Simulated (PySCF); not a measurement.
C9H7N.
Atom-mapped SMILES: `[H]/[N:9]=[CH:8]\[c:7]1[cH:6][cH:5][cH:4][c:3]([C:2]#[CH:1])[cH:10]1` (hydrogens: H11 on C1; H12 on C4; H13 on C5; H14 on C6; H15 on C8; H16 on N9; H17 on C10)

Computed with PySCF at wB97X-D/def2-SVPD, non-relativistic, on one gas-phase PBE0-D3(BJ)/def2-SVP geometry that isn't relaxed in the solvent. The solvent is an IEF-PCM continuum (cavity from Bondi-type radii × 1.2). The model holds no explicit solvent molecules, cavitation or dispersion.

Gas phase at wB97X-D/def2-SVPD: HOMO -8.93 eV, LUMO -0.08 eV, dipole 2.84 D.

What does the continuum do to the energy, the frontier levels and the dipole at wB97X-D/def2-SVPD in tetrahydrofuran and dimethylsulfoxide?

```tsv
solvent	ε	E(solvent) − E(gas) (kJ/mol)	polarisation term (kJ/mol)	distortion of the solute (kJ/mol)	HOMO (eV)	LUMO (eV)	dipole (D)
tetrahydrofuran	7.426	-28.61	-32.76	4.15	-8.86	-0.02	3.55
dimethylsulfoxide	46.83	-35.29	-41.64	6.35	-8.86	-0.02	3.70
```

Polarisation term: ½ Σ q·V over the induced surface charges. Distortion: the rise of the solute's own energy as its density leaves the gas-phase optimum. From tetrahydrofuran to dimethylsulfoxide the lowering changes by a factor 1.23, Onsager's factor (ε − 1)/(2ε + 1) by 1.19 and ε itself by 6.3.

Which radius a makes the point-dipole formula ΔE = −[(ε − 1)/(2ε + 1)]·μ²/a³ give the value in dimethylsulfoxide, with the gas-phase dipole?

μ = 1.115 au and |ΔE| = 0.01344 Eh give a = 1.88 Å; the farthest nucleus lies 4.83 Å from the centroid of the nuclei, so such a sphere wouldn't even hold the nuclei. The formula assumes a rigid point dipole at the centre of a sphere.

How does the static polarisability (wB97X-D/def2-SVPD, frozen core, with the continuum's full static response) change?

```csv
medium,isotropic (au),principal values (au),⟨r²⟩ of the electrons (bohr²)
gas,116.1,"62.3, 126.6, 159.4",1583.9
tetrahydrofuran,154.4,"81.5, 172.6, 209.0",1584.0
dimethylsulfoxide,164.6,"88.6, 184.8, 220.3",1584.0
```

The isotropic value in dimethylsulfoxide is 1.42 times the gas-phase one; no cavity-field correction is applied. ⟨r²⟩ is taken about the centre of nuclear charge.

Time: 60 s of wall time. Hardware: one thread of an Arm Neoverse V1, shared host. This is the whole response run at wB97X-D/def2-SVPD in dimethylsulfoxide, SCF included.

Conformer computed: `[H]/[N:9]=[CH:8]\[c:7]1[cH:6][cH:5][cH:4][c:3]([C:2]#[CH:1])[cH:10]1`: C6–C7–C8–N9 180°.

wB97X-D is run here without its empirical dispersion term; that term would change no orbital, density or response property at a fixed geometry.
